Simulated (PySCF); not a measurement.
## Löwdin shares of the frontier orbitals

Species: (HInO)4 cubane, H4In4O4.
Geometry (PBE0-D3(BJ)/def2-SVP, Å), atoms numbered from 1 in this order:
```
atom  x, y, z in Å
In1   -0.4652    0.6595    1.7454
H2    -0.8795    1.2562    3.2757
O3     0.9764    1.4264    0.3659
In4    1.8792   -0.4680   -0.0244
H5     3.5210   -0.8827   -0.0411
O6     0.3267   -1.2521    1.2178
In7   -1.0409   -1.5705   -0.3933
H8    -1.9542   -2.9555   -0.7345
O9    -1.7112    0.4135    0.0270
In10  -0.3392    1.3525   -1.3158
H11   -0.6396    2.5530   -2.4726
O12    0.4420   -0.6152   -1.5988
```

Method: TDDFT wB97X-D/def2-SVPD, vertical, gas phase, core orbitals frozen in the response, def2 core potentials past Kr (PySCF). Spin–orbit coupling is left out.

Kohn–Sham orbitals with the atoms that hold most of them (Löwdin shares over 4%, at most four atoms; ? is withheld):

| orbital | ε (eV) | atoms |
| --- | --- | --- |
| HOMO-3 | -10.31 | O3 32%, O12 26%, O6 26%, In7 6% |
| HOMO-2 | -9.50 | O9 52%, O12 13%, O3 11%, O6 11% |
| HOMO-1 | -9.49 | O12 43%, O6 27%, O3 10%, O9 6% |
| HOMO | -9.49 | O3 44%, O6 28%, O12 8%, O9 6% |
| LUMO | ? | In10 13%, In7 12%, In1 12%, In4 12% |
| LUMO+1 | 0.76 | In10 19%, In7 18%, In4 17%, In1 16% |
| LUMO+2 | 0.77 | In10 19%, In1 19%, In4 17%, In7 15% |

Task: What is the LUMO energy, and the HOMO–LUMO gap?

Result: ε(LUMO) = 0.19 eV; the gap is 9.68 eV (0.3558 hartree).

Within 0.005 eV of a neighbour in this list lie HOMO-1/HOMO and LUMO+1/LUMO+2 (point group found: Td); within a degenerate set the shares of single atoms can hang on how the components are chosen.

Task: How does S1 compare with the orbital gap of 9.68 eV?

Result: S1 is at 5.48 eV (f = 0.100), 4.20 eV below the gap, made of HOMO-2/HOMO-1/HOMO→LUMO (≥78%). S1/S2/S3 lie within about 0.01 eV of each other. Without the coupling terms of the response equations the lowest excitation would equal the gap.

Next come S2 at 5.49 eV (f 0.101), HOMO-2/HOMO-1/HOMO→LUMO (≥75%); S3 at 5.49 eV (f 0.100), HOMO-2/HOMO-1/HOMO→LUMO (≥77%); S4 at 5.99 eV (f 0.0000), HOMO-2/HOMO-1/HOMO→LUMO+3 (≥29%), HOMO-2/HOMO-1/HOMO→LUMO+1/LUMO+2 (≥15%); S5 at 6.03 eV (f 0.0000), HOMO-3→LUMO (53%), HOMO-2/HOMO-1/HOMO→LUMO+1/LUMO+2 (≥10%).

Orbitals of the list HOMO-3 to LUMO+2 that lie within 0.01 eV of each other are written together with a slash and their weights summed (≥ marks a lower bound); for degenerate orbitals outside that list single weights are arbitrary.

One conformer stands for the species.
